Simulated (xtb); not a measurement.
Cl₂Te (SMILES Cl[Te]Cl), singlet, at a GFN2-xTB geometry.

xtb was given this input:
```
$ xtb mol.xyz --gfn 2 --etemp 10000 --json

# file mol.xyz
3

Te    -0.01170558     0.01195986     0.61430806
Cl     1.11463884     1.32379797    -0.94476070
Cl    -1.07883353    -1.36038108    -0.93429926
```

Q: What does this run give for the dipole moment, HOMO-LUMO gap, partial charges in atom order, total energy (a free energy at this electronic temperature)?

A: 
```yaml
dipole_moment: 1.70 D
HOMO-LUMO gap: 2.87 eV
partial_charges_in_atom_order: Te1 0.17, Cl2 -0.08, Cl3 -0.08
total energy (a free energy at this electronic temperature): -12.2788 Eh
```
